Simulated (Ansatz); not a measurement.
Two isomers of CH4BFO: A = `BOCF`, B = `CB(O)F`.

Isolated molecules relaxed with PBE0-D4/def2-TZVP in Ansatz; ΔE leaves out vibrations. CCSD(T)/CBS adds triple-zeta CCSD(T) − MP2 to the extrapolated MP2 energy (def2 sets, frozen cores). DFT in def2-TZVPP. B3LYP here is the variant with VWN-RPA as its local correlation; programs differ in this. Each species was taken in one conformer, which may not be the lowest.

(1) Which isomer does CCSD(T)/CBS put lower? Give the gap. (Estimate.)

(2) Give E(B) − E(A) in kJ/mol with B2PLYP, r2SCAN-D4, CCSD(T)/def2-TZVPP, BLYP-D4, B3LYP-D4, CCSD/def2-TZVPP, HF/def2-TZVPP. (An estimate is asked.)

(3) Does the order hold for the free energy at 298.15 K (harmonic terms from PBE0-D4)? (An estimate is asked.)

Largest T1 diagnostic: 0.013.

Results:

(1) The calculation gave: B, by 313.2 kJ/mol.

(2) The calculation gave: B2PLYP -309.1, r2SCAN-D4 -315.2, CCSD(T)/def2-TZVPP -309.7, BLYP-D4 -298.5, B3LYP-D4 -304.3, CCSD/def2-TZVPP -310.4, HF/def2-TZVPP -299.1. None reverses the order clearly.

(3) The calculation gave: Yes: G(B) − G(A) = -310.3 kJ/mol, for one conformer each.

At CCSD(T), def2-SVP lies +3.3 kJ/mol from the extrapolated value and def2-TZVPP +3.5 kJ/mol. In def2-TZVPP, CCSD(T) changes the Hartree–Fock value by −10.6 kJ/mol (the triples alone add +0.7 kJ/mol) and MP2 by −21.1 kJ/mol.
